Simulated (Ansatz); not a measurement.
A nudged elastic band was laid between two geometries of H$_{2}$LiSiTe (5 atoms, charge 0, multiplicity 2).

Computed with Ansatz 0.2.0, UKS BHLYP-D4/def2-SVPD.

```
movable images  : 8
climbing image  : no
spring          : 5.0 eV/Å²
optimiser       : quadratic models (default)
start path      : through a guess of the saddle point
force threshold : 0.05 eV/Å
iteration limit : 38
end points      : relaxed
```

Initial state:

```xyz
5
Properties=species:S:1:pos:R:3
Li -0.321 -0.132 1.764
Te 1.396 -1.418 0.406
Si 0.280 0.453 -0.715
H -0.663 0.093 -1.812
H -0.691 1.005 0.356
```

Final state:

```xyz
5
Properties=species:S:1:pos:R:3
Li -0.545 -1.012 1.917
Te 1.565 -1.075 0.510
Si -0.218 0.346 -0.368
H -0.842 -0.066 -1.650
H 0.040 1.807 -0.408
```

Question: Which bonds break or form, and what moves?

Answer: No bond is made or broken.

Question: What energy profile does the band end with?

Answer: The run converged. The highest image is number 7 of 0 to 9, 0.35 eV above the first end and 0.29 eV above the last; the last end lies 0.06 eV above the first. No image climbed, so the highest image needn't sit at the top of the path.

```json
{"image": "0", "path coordinate (Å)": "0.00", "energy (eV)": "0.00"}
{"image": "1", "path coordinate (Å)": "0.26", "energy (eV)": "0.02"}
{"image": "2", "path coordinate (Å)": "0.53", "energy (eV)": "0.09"}
{"image": "3", "path coordinate (Å)": "0.79", "energy (eV)": "0.16"}
{"image": "4", "path coordinate (Å)": "1.06", "energy (eV)": "0.19"}
{"image": "5", "path coordinate (Å)": "1.32", "energy (eV)": "0.22"}
{"image": "6", "path coordinate (Å)": "1.59", "energy (eV)": "0.26"}
{"image": "7", "path coordinate (Å)": "1.85", "energy (eV)": "0.35"}
{"image": "8", "path coordinate (Å)": "2.12", "energy (eV)": "0.14"}
{"image": "9", "path coordinate (Å)": "2.38", "energy (eV)": "0.06"}
```

Question: What is the geometry of the highest image?

Answer: 
```xyz
5
Properties=species:S:1:pos:R:3
Li -0.605 -0.912 1.776
Te 1.594 -1.133 0.560
Si 0.063 0.366 -0.585
H -0.964 -0.109 -1.533
H -0.088 1.787 -0.217
```

Time of the run: 4.6 min on 2 threads of Arm Neoverse V2, with other jobs on the host, peak memory 0.26 GiB.
